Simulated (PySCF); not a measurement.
## C5H9N2O: g tensor and hyperfine couplings

C5H9N2O (doublet state).
Z-matrix (Å and degrees, GFN2-xTB geometry), rows numbered from 1:
```
C 
C   1  1.5310
C   2  1.5332  1  110.38
C   2  1.4820  1  110.06  3  -121.60
N   4  1.3058  2  128.90  1    57.24
C   5  1.3156  4  107.55  2   178.39
N   6  1.4099  5  111.41  4     3.17
O   4  1.3986  2  119.04  1  -124.00
H   1  1.0870  2  110.63  3  -177.72
H   1  1.0865  2  109.62  3    62.49
H   1  1.0872  2  109.98  3   -57.54
H   2  1.0945  1  109.71  3   120.73
H   3  1.0873  2  110.69  1   178.15
H   3  1.0867  2  109.69  1   -61.93
H   3  1.0871  2  110.02  1    58.01
H   6  1.0661  5  126.49  4   178.57
H   7  1.0195  6  119.19  5  -127.58
```

The hyperfine couplings belong to this conformer and change with its torsions.

The species is `O1C(=N[CH]N1)C(C)C` [radical].

Method: UKS B3LYP, pcH-1 on C H N O, non-relativistic, mean-field spin-orbit, GIAO in PySCF 2.14.0. The structure is a single GFN2-xTB conformer in the gas phase; no vibrational or solvent corrections. The geometry wasn't refined by DFT: couplings that depend on bond lengths, twists or pyramidal angles can differ widely from those at the functional's own minimum. No stability test was run, so a lower SCF solution isn't excluded.

```
g1, g2, g3                      : 2.00199, 2.00347, 2.00394
g_iso                           : 2.00313
Form of g                       : rhombic: the two nearest values differ by 24 % of g3 − g1
⟨S²⟩                            : 0.7648 (exact 0.7500)
α and β electrons               : 31, 30
HOMO–LUMO gap, α and β orbitals : 4.37, 6.57 eV
Total energy                    : -380.60116 Eh
```

Isotropic coupling and dipolar principal values T1 to T3, in G (MHz turned into gauss with g_iso; 10 G = 1 mT):

```tsv
atom	isotope	a_iso	T1	T2	T3	Mulliken spin population
C1	13C	7.9	-0.6	-0.5	1.1	0.01
C2	13C	-5.4	-0.3	0.0	0.2	-0.04
C3	13C	11.2	-0.7	-0.7	1.4	0.02
C4	13C	18.4	-14.9	-14.0	28.8	0.41
N5	14N	-3.4	-3.8	1.8	2.0	-0.16
C6	13C	17.6	-17.2	-16.1	33.3	0.52
N7	14N	11.2	-3.3	-3.0	6.3	0.12
O8	17O	-9.3	-20.6	10.1	10.5	0.11
H9	1H	-0.3	-1.0	-0.4	1.4	0.00
H10	1H	-0.2	-0.8	-0.5	1.3	0.00
H11	1H	2.3	-0.5	-0.3	0.8	0.00
H12	1H	0.6	-1.0	-0.9	1.9	0.00
H13	1H	-0.4	-1.0	-0.4	1.4	0.00
H14	1H	-0.2	-0.9	-0.4	1.3	0.00
H15	1H	3.5	-0.6	-0.3	0.9	0.01
H16	1H	-14.8	-8.3	-0.1	8.3	-0.03
H17	1H	33.5	-3.2	-2.4	5.6	0.03
```

Largest spin populations (Mulliken): C6 (+0.52), C4 (+0.41), N5 (-0.16) and N7 (+0.12). The angles at C6 add up to 359.8°, so it is planar.

The SMILES `CC(C)C1=N[CH]NO1` draws the unpaired electron on C6, whose computed spin population is only +0.52.

Axes: g2 points within 12° of the C6–N7 bond and g3 points within 5° of the C2–C4 bond.

Under fast tumbling the dipolar parts average out, and these isotropic splittings remain: 1 × 1H (H17, I = 1/2, 2 lines) with 3.35 mT, 1 × 1H (H16, I = 1/2, 2 lines) with 1.48 mT, 1 × 14N (N7, I = 1, 3 lines) with 1.12 mT, 1 × 14N (N5, I = 1, 3 lines) with 0.34 mT, 6 × 1H (H9 (×6), I = 1/2, 7 lines) with 0.08 mT and 1 × 1H (H12, I = 1/2, 2 lines) with 0.06 mT.

Means are taken over nuclei equivalent by connectivity, which assumes that they swap fast. The six 1H nuclei of mean +2.2 MHz run from -1.0 to 9.8 MHz in the frozen geometry.

The 13C coupling of C4 (51.5 MHz) shows only in satellite lines or after enrichment, since that isotope makes up about 1.07 % of natural carbon.

The 17O coupling of O8 (-26.0 MHz) shows only in satellite lines or after enrichment, since that isotope makes up about 0.038 % of natural oxygen.

The spin density at the nucleus, in bohr⁻³, is negative for N5 (-0.0298), C2 (-0.0135) and H16 (-0.0093), for instance. A restricted open-shell determinant has no negative spin density anywhere; here it arises because α and β orbitals differ (spin polarisation).
